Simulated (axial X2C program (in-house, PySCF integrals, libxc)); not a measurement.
# Nuclear properties of InS⁻

Computed with an axial X2C code built on PySCF integrals: two-component X2C with atomic mean-field Coulomb and Gaunt terms, Gaussian nuclei, basis In dyall-acv3z, S dyall-av3z with contracted cores.

R = 2.325 Å (near the PBE0 minimum at charge -1 of the determinant lowest at the starting distance; the state shown can have its own minimum elsewhere).

Input and command:
```json
{"zs": [49, 16], "q": -1, "bas": ["dyall-acv3z", "dyall-av3z"], "r0": 2.3, "levels": ["PBE0", "HF", "B3LYP", "BP86", "PBE"], "nst": 3}
```
```bash
python soeom.py task.json out
```

Keys: zs atomic numbers; q charge; bas basis sets; r0 starting distance in Å; levels methods; nst determinants followed.

Determinant lowest in the PBE0 search, Ω = 0 (closed shell), highest spinor 39% S p, 32% In p, 21% In s:

```json
{"level": "PBE0", "qzz In (a.u.)": "-5.15", "qzz S (a.u.)": "0.13"}
{"level": "HF", "qzz In (a.u.)": "-6.13", "qzz S (a.u.)": "0.20"}
{"level": "B3LYP", "qzz In (a.u.)": "-4.98", "qzz S (a.u.)": "0.08"}
{"level": "BP86", "qzz In (a.u.)": "-4.66", "qzz S (a.u.)": "0.05"}
{"level": "PBE", "qzz In (a.u.)": "-4.67", "qzz S (a.u.)": "0.08"}
```

Determinant 2.24 eV from it at PBE0 and this distance, Ω = 2 (⟨Sz⟩ = 1.00, ⟨Lz⟩ = 1.00 at PBE0), spin on the atoms In 0.74, S 0.26:

| level | Eeff magnitude (GV/cm) | Ws magnitude In (kHz) | A∥/gI In (MHz) | qzz In (a.u.) | A∥/gI S (MHz) | qzz S (a.u.) |
| --- | --- | --- | --- | --- | --- | --- |
| PBE0 | 11.8 | 3.4 | 576 | -1.15 | 61.9 | 2.56 |
| HF | 16.6 | 4.81 | 381 | -2.26 | 41.4 | 2.58 |
| B3LYP | 11 | 3.16 | 555 | -1.00 | 70.3 | 2.68 |
| BP86 | 10.4 | 3 | 614 | -0.82 | 72.1 | 2.51 |
| PBE | 10.5 | 3.02 | 618 | -0.90 | 69.3 | 2.49 |

Eeff is the effective electric field on the electron electric dipole moment in this Ω state and Ws the scalar–pseudoscalar constant of the nucleus named (defined with the proton number Z and per Ω); A∥ (defined per Ω) follows by multiplying with gI = μI/(I μN); qzz is the electric field gradient, eQq0 = 234.96 MHz × Q/barn × qzz. The operators were transformed with the bare-nucleus X2C matrices; with these basis sets, hyperfine constants and field gradients can be off by tens of per cent, and where levels differ in sign neither size nor sign is settled.

(1) With Q(115In) = 0.772 barn (Q from Pyykkö, Mol. Phys. 2018), turn the PBE0 values of the first state into constants in MHz.

Each state is one determinant with collinear spin, which with several unpaired electrons need not be a pure state. Unrestricted Hartree–Fock can overshoot spin polarisation at the nuclei. For an anion, determinants above electron detachment, or with a positive highest level, are held by the basis set. With several open shells hyperfine constants can be off by a factor of several. Open-shell Ω = 0 determinants with evenly filled partner blocks cannot be reached by this program, so the Ω shown need not be the lowest component. The search compared states at one distance, so a state with another bond length can lie lower. Further determinants of the search, some of them spin-mixed, are not shown. Where a field gradient or hyperfine factor spreads by more than a factor of two over the levels, a constant derived from it is not to be relied on. PBE0 term energies can be off by some tenths of an eV.

Answers

(1) eQq0(115In) = 234.96 × (0.772) × (-5.15) = -934 MHz.
